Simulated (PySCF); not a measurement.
**Bonding in `Cc1ncc(C=O)s1`**

Compound: C₅H₅NOS.
SMILES with atom numbers: `[CH3:1][c:2]1[n:3][cH:4][c:5]([CH:6]=[O:7])[s:8]1` (hydrogens: H9, H10, H11 on C1; H12 on C4; H13 on C6)

Cartesian coordinates in Å at the GFN2-xTB level; atoms count from 1:
```xyz
13
C5H5NOS angstrom
C     -2.5415    0.2387    0.0076
C     -1.0817    0.0076   -0.0450
N     -0.5321   -1.0503   -0.5459
C      0.8054   -1.0141   -0.4703
C      1.3410    0.1124    0.1120
C      2.7347    0.4244    0.3272
O      3.1647    1.4258    0.8414
S      0.0505    1.1781    0.5851
H     -3.0550   -0.6092   -0.4367
H     -2.8022    1.1453   -0.5362
H     -2.8699    0.3607    1.0387
H      1.3739   -1.8413   -0.8565
H      3.4079   -0.3775   -0.0390
```

Bond orders from the PBE0/pcSseg-1 density (PySCF). One conformer (not necessarily the lowest) at the GFN2-xTB geometry, without solvent, vibrations or thermal averaging.

Q: Where do the orders between heavy atoms depart from those drawn in the SMILES?

A: The largest departure is 0.365, at S8–C2 (drawn aromatic, 1.135), counting aromatic bonds as 1.5. The bonds drawn aromatic range from 1.14 to 1.61.

Q: Give the Mayer order of every bond between heavy atoms, beside its length.

A: 
| bond | drawn as | length (Å) | Mayer order |
| --- | --- | --- | --- |
| C1–C2 | single | 1.479 | 1.032 |
| C2–N3 | aromatic | 1.293 | 1.613 |
| N3–C4 | aromatic | 1.340 | 1.336 |
| C4–C5 | aromatic | 1.377 | 1.427 |
| C5–C6 | single | 1.444 | 1.020 |
| C6–O7 | double | 1.205 | 1.980 |
| C5–S8 | aromatic | 1.739 | 1.141 |
| S8–C2 | aromatic | 1.746 | 1.135 |

By pair of heavy elements: C–C: lowest C5–C6 (1.020, 1.444 Å), highest C4–C5 (1.427, 1.377 Å). C–N: lowest N3–C4 (1.336, 1.340 Å), highest C2–N3 (1.613, 1.293 Å). C–S: all 2 within 0.02 of one another (1.135 to 1.141).

Q: And the bonds to hydrogen?

A: C–H: 0.94 to 0.98 (5 bonds).

Q: Sum the orders of all bonds at each heavy atom with more than one neighbour and set the sums beside the valence in the SMILES.

A: C1 3.867 (drawn 4), C2 3.780 (drawn 4), N3 2.949 (drawn 3), C4 3.743 (drawn 4), C5 3.588 (drawn 4), C6 3.955 (drawn 4), S8 2.276 (drawn 2). Orders between atoms that aren't bonded are not in these sums.

The Mayer order sums products of elements of PS (density times overlap matrix) between the two atoms' basis functions, so it depends on the basis set.

These values come from a run that also computed NMR shieldings. Hardware: Arm Neoverse V1, one thread, shared host. Cost: 25 s of wall time (grids of density and orbitals included).
